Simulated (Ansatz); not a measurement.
Basis-set extrapolation for C8H16, SMILES `C=CCCCCCC` (PBE0-D4/def2-TZVP geometry, frozen core, Ansatz 0.2.0). Multiplicity 1, RHF reference.

|  | def2-TZVPP | def2-QZVPP |
| --- | --- | --- |
| HF | -312.359387 | -312.373970 |
| MP2 correlation | -1.380391 | -1.465889 |
| CCSD(T) correlation | -1.524921 | not run |

Energies in hartree. Use E(X) = E(∞) + A·exp(−7.88·√X) for Hartree–Fock and E(X) = E(∞) + B·X^(−2.97) for correlation, with X = 3 and 4, and add CCSD(T) minus MP2 of the smaller set to the MP2 limit.

Problem. What is the CCSD(T) energy at the basis-set limit?

Solution. HF limit: -312.373970 + (-0.014583) × 0.13774 = -312.37598. MP2 limit: -1.465889 + (-0.085498) × 0.74074 = -1.52922. Higher-order term: -1.524921 − (-1.380391) = -0.14453. Total: -314.04973 hartree, 4.50 eV below CCSD(T)/def2-TZVPP.
